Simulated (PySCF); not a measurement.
Calculation: PBE-D3(BJ)/def2-TZVP // r2SCAN-D4/def2-SVP (PySCF 2.14.0). Isolated molecules, 0 K electronic values unless said otherwise. One relaxed conformer stands for a flexible species; it need not be the lowest. 

Reference species (SMILES): `C(c1cc(cc2sccc12)B)#N` (neutral, multiplicity 1).

* **HOMO–LUMO gap**: 2.80 eV
* **HOMO**: -6.25 eV

Changed species: `Bc1cc2cccc(C#N)c2s1`.

Task: Give the shifts of the HOMO–LUMO gap and HOMO.

Result: the HOMO–LUMO gap falls by 0.19 eV, to 2.61 eV; the HOMO rises by 0.04 eV, to -6.21 eV.
